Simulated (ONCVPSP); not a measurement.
# Transferability test, ONCV potential for B (Z = 5)

* Element: B
* Generator: ONCVPSP 4.0.1
* Type: optimised norm-conserving Vanderbilt (ONCV)
* Functional: PBE
* Relativity: scalar-relativistic
* Frozen core: [He]
* Valence charge: 3
* Reference configuration: 2s1 2p2
* Partial waves: 2s: rc 1.35 bohr, ncon 3, nbas 6, qcut 4.9 1/bohr, 2 projectors, debl 2 Ha; 2p: rc 2.20 bohr, ncon 5, nbas 8, qcut 7.8 1/bohr, 2 projectors, debl 1.1 Ha
* Local potential: polynomial inside 1.15 bohr (lpopt 1, dvloc0 0 Ha)
* Core correction: Teter function fitted to the true core (icmod 2), fcfact 0.45

Energies are relative to the spin-unpolarised reference configuration 2s1 2p2; without spin polarisation the order of configurations can differ from experiment.

| valence configuration | charge | ΔE all-electron (eV) | error AE − PS (meV) |
| --- | --- | --- | --- |
| 2s2 2p1 | 0 | -5.851 | +1.7 |
| 2s2 2p0 | +1 | 2.369 | +39 |
| 2s1 2p0 | +2 | 27.791 | +130 |
| 2s2 2p0.5 | +0.5 | -2.964 | +11 |

Levels in the configuration 2s2 2p0:

```csv
level,all-electron (eV),pseudo (eV)
2s,-19.511,-19.456
```
